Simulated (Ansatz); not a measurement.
One change: `CCC(=O)S` becomes `O=C(S)BF`.

Ansatz, PBE0-D4/def2-TZVP geometries, multiplicity 1. Each molecule was computed in one conformer, which needn't be the lowest.

```csv
property,`CCC(=O)S`
HOMO–LUMO gap (ωB97M-V/def2-TZVPP) / eV,11.62
HOMO energy (PBE/def2-TZVPP) / eV,-6.16
size of the dipole moment (PBE/def2-TZVPP) / D,1.64
size of the dipole moment (ωB97M-V/def2-TZVPP) / D,1.77
size of the dipole moment (B3LYP/def2-TZVPP) / D,1.77
HOMO energy (B3LYP/def2-TZVPP) / eV,-7.40
```

Problem. Give the same properties after the change, and the shifts. (An estimate is asked.)

Solution. Computed: 
| property | `O=C(S)BF` | shift |
| --- | --- | --- |
| HOMO–LUMO gap (ωB97M-V/def2-TZVPP) / eV | 9.55 | -2.07 |
| HOMO energy (PBE/def2-TZVPP) / eV | -6.18 | -0.02 |
| size of the dipole moment (PBE/def2-TZVPP) / D | 2.73 | 1.09 |
| size of the dipole moment (ωB97M-V/def2-TZVPP) / D | 2.94 | 1.17 |
| size of the dipole moment (B3LYP/def2-TZVPP) / D | 2.95 | 1.18 |
| HOMO energy (B3LYP/def2-TZVPP) / eV | -7.42 | -0.02 |

Dipoles are sizes alone; their direction can turn.

B3LYP here is the variant with VWN-RPA as its local correlation; programs differ in this.
